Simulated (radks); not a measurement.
Effect of the nuclear size on the tungsten ion W3+, [Xe] 4f14 5d3. Method: Dirac Kohn-Sham, BLYP, spin-unpolarised, spherical densities, finite nucleus; open shells are shared between the two j in proportion to 2j + 1; Fermi nuclear charge, rms radius 5.3658 fm; computed with a radial shooting solver on a logarithmic mesh with Libxc functionals. The rms radius is varied about that value; shifts are against it.

rms radius (fm)  total energy shift (eV)  density at nucleus (e/bohr^3)  1s1/2 shift (meV)  2s1/2 shift (meV)  5s1/2 shift (meV)  5p1/2 shift (meV)  5d5/2 shift (meV)  6s1/2 (empty) shift (meV)
4.8078                             -11.6                       1.48e+06              -4720               -665              -6.39              0.041              0.119                      -1.02
5.1512                             -4.58                      1.445e+06              -1850               -261              -2.51              0.016              0.047                     -0.400
5.3658                                 0                      1.425e+06              0.000              0.000              0.000              0.000              0.000                      0.000
5.7521                              8.55                      1.391e+06               3460                488               4.69             -0.030             -0.088                      0.747
6.1331                              17.4                       1.36e+06               7030                991               9.51             -0.060             -0.178                       1.52

Slopes of the eigenvalues against <r^2> in GHz/fm^2, as finite differences over the two radii next to the reference (eigenvalue slopes, not the field-shift constants of lines): 1s1/2 196000, 2s1/2 27700, 5s1/2 266, 5p1/2 -1.70, 5d5/2 -4.96, 6s1/2 (empty) 42.4.
